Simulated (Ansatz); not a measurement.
`[Cl][Ge][Br]` + `O[SiH3]` → `[SiH3][O][Ge][Cl]` + HBr at 400 K and 1 bar (ligand exchange at a Ge–Br bond).

Program: Ansatz. Geometries: PBE0-D4/def2-TZVP. ΔE: electronic, gas phase. CCSD(T)/CBS adds triple-zeta CCSD(T) − MP2 to the extrapolated MP2 energy (def2 sets, frozen cores). For Br, Ge outer-core shells are correlated without core-valence functions, which leaves a few kJ/mol of doubt a bond. Scalar relativity is left out up to krypton. One conformer a species, not always the lowest.

```tsv
species	CCSD(T)/CBS energy (Eh)	H − E (kJ/mol)	S (J/(mol·K))
`[Cl][Ge][Br]`	-5109.28758	24.2	329.1
`O[SiH3]`	-366.69042	120.0	276.4
`[SiH3][O][Ge][Cl]`	-2902.05095	109.7	380.8
HBr	-2573.91920	27.6	207.2
```

H − E and S are ideal-gas, rigid-rotor, harmonic terms from PBE0-D4/def2-TZVP, for one conformer and one mirror image of each species. 1 Eh = 2625.50 kJ/mol, R = 8.31446 J/(mol·K).

**Question.** By hand: ΔE, ΔH, ΔS and ΔG.

**Answer.** ΔE = (-2902.05095) + (-2573.91920) − (-5109.28758) − (-366.69042) = 0.00785 Eh = 20.6 kJ/mol. Δ(H − E) = 109.7 + 27.6 − 24.2 − 120.0 = -6.9, so ΔH = 13.7 kJ/mol. ΔS = 380.8 + 207.2 − 329.1 − 276.4 = -17.5 J/(mol·K). ΔG = 13.7 − 400 × (-17.5)/1000 = 20.7 kJ/mol.

**Question.** By hand: the equilibrium constant, and the temperature at which ΔG would vanish if ΔH and ΔS stayed fixed.

**Answer.** log₁₀ K = −ΔG/(RT ln 10) = -2.7. ΔH and −TΔS have one sign here, so there is no such temperature.

TΔS isn't small against ΔH here. A doubt of 5 kJ/mol in ΔE shifts log₁₀ K by 0.7 here. Other conformers and mirror images would add mixing entropy, several J/(mol·K) or more a flexible species. These are equilibria of isolated gas molecules and say nothing of rates. Largest T1 diagnostic: 0.014 (customary marks: 0.02 for closed shells, 0.045 for open ones).
